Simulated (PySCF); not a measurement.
How methods differ on the ionisation energy of Be⁺

Be⁺ [He] 2s1 (2S) → Be²⁺ 1s2 (1S), as a difference of total energies. Calculation: PySCF 2.14, in dyall-av2z; no relativity, point nucleus. The calculations carry no spin-orbit coupling.

```json
{"method": "UHF", "ionisation energy (eV)": "18.121"}
{"method": "LDA", "ionisation energy (eV)": "18.247"}
{"method": "PBE", "ionisation energy (eV)": "18.487"}
{"method": "PBE0", "ionisation energy (eV)": "18.449"}
{"method": "r2SCAN", "ionisation energy (eV)": "18.176"}
{"method": "B97-3", "ionisation energy (eV)": "18.195"}
{"method": "wB97X-V", "ionisation energy (eV)": "18.334"}
{"method": "BHandHLYP", "ionisation energy (eV)": "18.492"}
{"method": "MN15", "ionisation energy (eV)": "18.003"}
```

For comparison: 18.211 eV (measured; NIST Atomic Spectra Database, ionization energies).
